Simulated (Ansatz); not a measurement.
**A barrier at the coupled-cluster level**

Start structure (AlSiH$_{8}$O$_{3}$, doublet), relaxed at PBE0-D4/def2-TZVP:

```xyz
13
angstrom
Al -1.3945 0.7576 -0.7468
O -0.3475 -0.5300 -0.1178
Si -0.3705 -2.1632 -0.0594
H -2.5562 1.2173 0.2711
H 0.7416 1.8747 -0.0452
O -0.1367 2.2175 -0.4161
H 1.1938 0.1520 0.4203
O 1.8083 0.9093 0.5576
H 1.0207 -2.6404 0.1811
H -0.8590 -2.7479 -1.3376
H -1.2337 -2.6561 1.0471
H -0.4801 2.8975 0.1719
H 2.6136 0.7119 0.0738
```

The step: AlSiH₄O ([AlH][O][SiH3]) + H₂O + H₂O → SiH₄O ([OH][SiH3]) + AlH₂O ([OH][AlH]) + H₂O (still joined by a long Al–O bond); bonds formed: O2–H7, H5–O8; dative contacts that become bonds: Al1–O6; bonds broken: H5–O6, H7–O8; bonds weakened to dative contacts: Al1–O2. Computed with Ansatz 0.2.0 (basis: def2-TZVPP and def2-QZVPP); correlated methods freeze the cores; orbitals are unrestricted. Extrapolation: Hartree–Fock as exp(−7.88 √X), correlation as X^−2.97. Energies below are by CCSD(T) at an estimated basis limit (MP2 extrapolated from triple and quadruple zeta, plus CCSD(T) − MP2 in triple zeta).

What are the electronic barrier and the energy of the step, from the start structure to the end structure? (Judge from chemistry; the value comes from the calculation.)

The calculation gives: Barrier 9.31 kcal/mol; step energy 4.26 kcal/mol (uphill); reverse barrier, their difference, 5.05 kcal/mol. Barrier and step energy count from the start structure, the reverse barrier from the end structure.

The saddle point: One imaginary mode of 764i cm⁻¹.
```
  pair  start (Å)  saddle (Å)  end (Å)
Al1–O6       1.96        1.83     1.78
 O2–H7       1.77        1.23     1.03
 H5–O8       1.56        1.10     1.00
Al1–O2       1.77        1.87     1.94
 H5–O6       1.01        1.34     1.66
 H7–O8       0.98        1.18     1.51
```

Zero-point energy (harmonic, PBE0-D4): ZPE is 54.40 kcal/mol at the start and 51.17 kcal/mol at the saddle, so the barrier goes from 9.31 to 6.08 kcal/mol.

The T1 diagnostic stays at or below 0.013. ⟨S²⟩ of the unrestricted Hartree–Fock references: 0.75 (a pure state has 0.75).

Labels in which every atom is bracketed show which atoms are joined, not bond orders.

For scale, one of the runs: CCSD(T)/def2-TZVPP, 289 basis functions, launched by `ansatz run in.yaml --threads 4 --pin off --events-out ev --progress --plain --max-ram 66560MiB --backend cuda --devices 0, --max-vram 37GiB`. The run took 25 s on 4 CPU threads of an AMD EPYC 7R13 and a share of one NVIDIA H100 (shared host), with 0.84 GiB of host memory at its peak.
